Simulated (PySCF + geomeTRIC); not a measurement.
Method: B3LYP-D3(BJ)/def2-TZVP (PySCF + geomeTRIC). fastk is a local helper that only speeds up exchange builds. No frequencies were computed at this level.

```python
import json, numpy as np
from pyscf import gto, dft
from fastk import lowrank_exchange
atoms = """
C     -1.880415    -0.003396     0.159250
C     -0.611607    -0.379341     0.276983
B      0.609409     0.455792    -0.218630
N      1.885120    -0.049972    -0.039574
H     -2.144697     0.934660    -0.302773
H     -2.709452    -0.601009     0.510620
H     -0.422855    -1.338111     0.754143
H      0.480067     1.498841    -0.738162
H      2.725924     0.420569    -0.328808
H      2.068509    -0.938032     0.398458
"""
def scf(charge, spin, dm0=None):
    mol = gto.M(atom=atoms, basis='def2-tzvp', ecp={}, charge=charge, spin=spin, verbose=3, max_memory=5040)
    mf = dft.KS(mol, xc='b3lyp').density_fit(auxbasis="def2-universal-jkfit")
    mf.disp = 'd3bj'
    mf.grids.level = 3
    mf.conv_tol = 1e-8
    mf.max_cycle = 60
    mf.kernel(dm0)
    if not mf.converged:
        mf = mf.newton().run(mf.mo_coeff, mf.mo_occ).undo_soscf()
    return mf
mf = scf(0, 0)
from pyscf.geomopt.geometric_solver import kernel as optimize
path = []
done, mol = optimize(mf, maxsteps=80, assert_convergence=False, callback=lambda env: path.append((env["energy"], bool(env["g_scanner"].converged))))
res = dict(converged=bool(done and path[-1][1]), energy=path[-1][0], path=[e for e, c in path], xyz=mol.atom_coords(unit="Angstrom").tolist(), nao=mol.nao)
json.dump(res, open("result.json", "w"))
```

Output:

```
converged SCF energy = -159.531693650818
Geometry optimization cycle 1
converged SCF energy = -159.531693650432
cycle 1: E = -159.53169365  dE = -159.532  norm(grad) = 0.0238658
Geometry optimization cycle 2
converged SCF energy = -159.53218181337
cycle 2: E = -159.532181813  dE = -0.000488163  norm(grad) = 0.00732441
Geometry optimization cycle 3
converged SCF energy = -159.532313953147
cycle 3: E = -159.532313953  dE = -0.00013214  norm(grad) = 0.00437126
Geometry optimization cycle 4
converged SCF energy = -159.532339045476
cycle 4: E = -159.532339045  dE = -2.50923e-05  norm(grad) = 0.0027744
Geometry optimization cycle 5
converged SCF energy = -159.532363423185
cycle 5: E = -159.532363423  dE = -2.43777e-05  norm(grad) = 0.00169335
Geometry optimization cycle 6
converged SCF energy = -159.532366768801
cycle 6: E = -159.532366769  dE = -3.34562e-06  norm(grad) = 0.000698094
Geometry optimization cycle 7
converged SCF energy = -159.53236860005
cycle 7: E = -159.5323686  dE = -1.83125e-06  norm(grad) = 0.000204917
Geometry optimization cycle 8
converged SCF energy = -159.532368768132
cycle 8: E = -159.532368768  dE = -1.68082e-07  norm(grad) = 0.000124242
Geometry optimization cycle 9
converged SCF energy = -159.532368815005
cycle 9: E = -159.532368815  dE = -4.68726e-08  norm(grad) = 4.07696e-05
<class 'geometric.internal.Distance'> : 9
<class 'geometric.internal.Angle'> : 8
<class 'geometric.internal.OutOfPlane'> : 4
<class 'geometric.internal.Dihedral'> : 12
<class 'geometric.internal.TranslationX'> : 1
<class 'geometric.internal.TranslationY'> : 1
<class 'geometric.internal.TranslationZ'> : 1
<class 'geometric.internal.RotationA'> : 1
<class 'geometric.internal.RotationB'> : 1
<class 'geometric.internal.RotationC'> : 1
Step    0 : Gradient = 7.547e-03/1.473e-02 (rms/max) Energy = -159.5316936504
Step    1 : Displace = 7.422e-02/1.044e-01 (rms/max) Trust = 1.000e-01 (=) Grad = 2.316e-03/5.262e-03 (rms/max) E (change) = -159.5321818134 (-4.882e-04) Quality = 0.619
Step    2 : Displace = 3.459e-02/5.100e-02 (rms/max) Trust = 1.000e-01 (=) Grad = 1.382e-03/2.480e-03 (rms/max) E (change) = -159.5323139531 (-1.321e-04) Quality = 0.565
Step    3 : Displace = 1.379e-02/2.640e-02 (rms/max) Trust = 1.000e-01 (=) Grad = 8.773e-04/1.567e-03 (rms/max) E (change) = -159.5323390455 (-2.509e-05) Quality = 0.337
Step    4 : Displace = 1.277e-02/2.041e-02 (rms/max) Trust = 1.000e-01 (=) Grad = 5.355e-04/9.894e-04 (rms/max) E (change) = -159.5323634232 (-2.438e-05) Quality = 0.688
Step    5 : Displace = 2.299e-03/3.106e-03 (rms/max) Trust = 1.000e-01 (=) Grad = 2.208e-04/3.761e-04 (rms/max) E (change) = -159.5323667688 (-3.346e-06) Quality = 0.451
Step    6 : Displace = 3.047e-03/6.202e-03 (rms/max) Trust = 1.000e-01 (=) Grad = 6.480e-05/1.065e-04 (rms/max) E (change) = -159.5323686000 (-1.831e-06) Quality = 0.798
Step    7 : Displace = 1.237e-03/2.483e-03 (rms/max) Trust = 1.414e-01 (+) Grad = 3.929e-05/7.818e-05 (rms/max) E (change) = -159.5323687681 (-1.681e-07) Quality = 0.555
Step    8 : Displace = 2.894e-04/5.370e-04 (rms/max) Trust = 1.414e-01 (=) Grad = 1.289e-05/2.295e-05 (rms/max) E (change) = -159.5323688150 (-4.687e-08) Quality = 0.683
Converged! =D
```

Cost: around 2.4 core-minutes (rough).
